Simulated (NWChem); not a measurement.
Molecule: CH4F2GeO; SMILES C[O][GeH]([F])[F]

```xyz
9

Ge     0.0338    -0.3406     0.4775
F      1.7407    -0.3028     0.7340
F     -0.1166    -0.9327    -1.1373
O     -0.5880     1.2831     0.5479
C     -0.0985     2.3131    -0.2856
H     -0.6648    -1.2441     1.4750
H     -0.6542     3.2311    -0.0455
H      0.9752     2.5013    -0.1159
H     -0.2511     2.0827    -1.3536
```
Atoms are numbered in this order, from 1.

Level: PBE0/def2-SVP (NWChem), optimised geometry, unscaled harmonic frequencies. 

Task: List the harmonic frequencies with IR intensities, and the thermochemistry.

Result: 
| frequency (cm⁻¹) | IR intensity (km/mol) |
|---|---|
| 54 | 4.0 |
| 91 | 0.6 |
| 147 | 14.6 |
| 243 | 13.1 |
| 252 | 21.0 |
| 340 | 43.8 |
| 670 | 8.5 |
| 723 | 57.9 |
| 726 | 101.9 |
| 735 | 73.9 |
| 745 | 75.6 |
| 1147 | 212.1 |
| 1174 | 0.2 |
| 1199 | 26.1 |
| 1467 | 4.6 |
| 1471 | 6.3 |
| 1479 | 10.7 |
| 2284 | 47.7 |
| 3035 | 49.2 |
| 3124 | 22.8 |
| 3158 | 15.7 |

```yaml
zero_point_energy: 34.7 kcal/mol
thermal correction to the enthalpy at 298.15 K (with zero-point energy): 39.7 kcal/mol
heat capacity Cv: 21.8 cal/(mol K)
entropy at 298.15 K and 1 atm (symmetry number 1): 84.9 cal/(mol K)
dipole_moment: 1.41 D
```

Rigid rotor and harmonic oscillator; modes under 100 cm⁻¹ make the entropy uncertain.
